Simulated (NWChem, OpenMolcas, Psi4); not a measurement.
## SnHClOF2 (SMILES [OH][Sn]([F])([F])[Cl]): the dipole moment, rung by rung

SnHClOF2 has 6 atoms, charge 0, and is taken as a singlet. SMILES: `[OH][Sn]([F])([F])[Cl]`. The coordinates come from a PBE0-D4/def2-TZVP relaxation. This is one conformer, not always the lowest.

```xyz
6

O    -0.4640    0.2839    1.4763
Sn    0.2524   -0.1757   -0.2475
F     1.9825   -0.8565    0.0567
F    -0.7433   -1.5871   -1.0197
Cl    0.3294    1.5406   -1.7444
H    -1.3150    0.7306    1.4325
```

Quantity: the dipole moment, in D. The values are calculated.

```tsv
level	kind	program	value (D)	CPU time
SVWN5/def2-SVP (core potential)	LDA	OpenMolcas	2.70	30 s
BLYP/def2-SVP (core potential)	GGA	OpenMolcas	2.58	44 s
PBE-D3(BJ)/def2-SVP (density fitting, core potential)	GGA	Psi4	2.57	10 s
M06-L/def2-SVP (core potential)	meta-GGA	OpenMolcas	2.60	47 s
TPSS/def2-SVP (core potential)	meta-GGA	OpenMolcas	2.55	49 s
BHLYP/def2-SVP (core potential)	global hybrid	OpenMolcas	2.88	41 s
M06-2X/def2-SVP (core potential)	hybrid meta-GGA	OpenMolcas	2.79	58 s
PBE0/def2-SVP (core potential)	global hybrid	NWChem	2.73	19 s
```

The values span 2.55 to 2.88 D. Magnitudes only. Times are those of the runs behind each value, whatever else they computed, on shared processors of several kinds: orders of magnitude only.
